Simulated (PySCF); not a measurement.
**From property to molecule**

Theory: GIAO BHandHLYP/pcSseg-1 magnetisability, rotational g tensor and spin-rotation constants, non-relativistic, gas phase (PySCF 2.14.0). Geometry: GFN2-xTB.

Each molecule in one low-energy conformer.

In some of these runs: for an ion the centre-of-mass motion in the field is neglected.

Q: Give the isotropic susceptibility and related values for:
- CC(C)[C@H](F)C[SiH3]
- CCC[Si@H](F)CC
- C[SiH2]CC[C@H](C)F
- C#C[C@@]1(F)C=C[CH+][C@H]1F
- CC(=O)[C@@H](C=O)/C=C/Cl
- CC(C)[SiH2][C@@H](C)F

A: 
| molecule | χ, cgs (10⁻⁶ cm³/mol) | magnetisability anisotropy (10⁻³⁰ J/T²) |
| --- | --- | --- |
| CC(C)[C@H](F)C[SiH3] | -86.3 | 69 |
| CCC[Si@H](F)CC | -85.7 | 111 |
| C[SiH2]CC[C@H](C)F | -87.2 | 87 |
| C#C[C@@]1(F)C=C[CH+][C@H]1F | -60.7 | 495 |
| CC(=O)[C@@H](C=O)/C=C/Cl | -70.9 | 383 |
| CC(C)[SiH2][C@@H](C)F | -85.3 | 68 |
